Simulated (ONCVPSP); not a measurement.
**oxygen: excitation energies, all-electron against ONCV**

* Element: O (Z = 8)
* Generator: ONCVPSP 4.0.1
* Type: optimised norm-conserving Vanderbilt (ONCV)
* Functional: PBE
* Relativity: scalar-relativistic
* Frozen core: [He]
* Valence charge: 6
* Reference configuration: 2s2 2p4
* Partial waves: 2s: rc 0.90 bohr, ncon 4, nbas 7, qcut 5.6 1/bohr, 2 projectors, debl 1.4 Ha; 2p: rc 1.05 bohr, ncon 4, nbas 9, qcut 6.3 1/bohr, 2 projectors, debl 0.6 Ha; d scattering state at 0.21 Ha: rc 1.05 bohr, ncon 5, nbas 10, qcut 9.3 1/bohr, 2 projectors, debl 1.9 Ha
* Local potential: polynomial inside 0.75 bohr (lpopt 5, dvloc0 0 Ha)
* Core correction: Teter function, parameters optimised by the program

Energies are relative to the spin-unpolarised reference configuration 2s2 2p4; without spin polarisation the order of configurations can differ from experiment.

Question: Give the all-electron excitation energy and the error of the potential for: 2s2 2p3; 2s2 2p2; 2s2 2p1; 2s1 2p4.

Answer:

```json
{"valence configuration": "2s2 2p3", "charge": "+1", "ΔE all-electron (eV)": "16.431", "error AE − PS (meV)": "-51"}
{"valence configuration": "2s2 2p2", "charge": "+2", "ΔE all-electron (eV)": "50.017", "error AE − PS (meV)": "-53"}
{"valence configuration": "2s2 2p1", "charge": "+3", "ΔE all-electron (eV)": "103.885", "error AE − PS (meV)": "+260"}
{"valence configuration": "2s1 2p4", "charge": "+1", "ΔE all-electron (eV)": "31.659", "error AE − PS (meV)": "-65"}
```

Levels in the configuration 2s1 2p4:

```json
{"level": "2s", "all-electron (eV)": "-39.802", "pseudo (eV)": "-39.925"}
{"level": "2p", "all-electron (eV)": "-24.559", "pseudo (eV)": "-24.710"}
```
